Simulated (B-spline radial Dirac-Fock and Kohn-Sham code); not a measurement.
ΔSCF core binding energies without Breit or QED terms, calculated with an atomic code on a B-spline grid.

A sound run for the free sulfur atom in the configuration [Ne] 3s2 3p4: The ground state converged in 10 iterations, with total energy -398.59792 Ha, virial ratio 1.99438 and highest orbital energy -11.55 eV. ΔSCF binding energies: K (1s) 2482.4 eV. Holes are computed only in closed shells, and unreliable hole states are left out.

A second run, with one unsound setting: The ground state had not converged after 5 iterations, with total energy -398.59758 Ha, virial ratio 1.99522 and highest orbital energy -11.69 eV. ΔSCF binding energies: K (1s) 2482.4 eV (not all states converged, so these are not final). Holes are computed only in closed shells, and unreliable hole states are left out.

```
iter   energy (Ha)        error
   1     -396.77251171  5.98e-01
   2     -398.33664735  1.03e-01
   3     -398.56304030  3.32e-02
   4     -398.59312679  1.34e-02
   5     -398.59757724  3.81e-03
```

Question: Which fault fits the second run best?
A. nuclear radius in wrong units
B. box too small
C. too few iterations
D. spline order too low

Answer: C. The input had maxit = 5: maxit ends the run before self-consistency.
